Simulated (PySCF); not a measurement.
# Correlation energy of Cl⁻ (chlorine, charge -1)

[Ar], closed-shell 1S. Computed with PySCF 2.14 in aug-cc-pCVTZ-DK with one added diffuse shell each of s, p, d, f type (9s8p6d4f, 91 functions), with the spin-free X2C one-electron Hamiltonian (Gaussian nucleus). Frozen: [Ne]; 8 electrons correlated.

```
  level  correlation energy (mhartree)
   CCSD                        -225.58
    (T)                         -10.00
CCSD(T)                        -235.58
```

Diagnostics: T1 = 0.0066, D1 = 0.0102, largest double amplitude 0.031.

Cost of the coupled-cluster step: roughly 9 core-seconds, for 8 correlated electrons.
